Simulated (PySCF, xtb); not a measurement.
GaCl, SMILES [Cl][Ga] (connectivity only; charge and spin as stated), neutral, multiplicity 1.

Harmonic wavenumbers (cm⁻¹) from xtb 6.7.1 with GFN2-xTB at its own minimum, in rising order: 317.

### Question
What does PBE-D3(BJ)/def2-TZVP run with PySCF 2.14.0 give at its own minimum? (An estimate is asked for; the answer gives what the named calculation found.)

### Answer
352. Paired by order, the mean absolute difference is 35 cm⁻¹ and the zero-point energies are 0.5 and 0.5 kcal/mol.
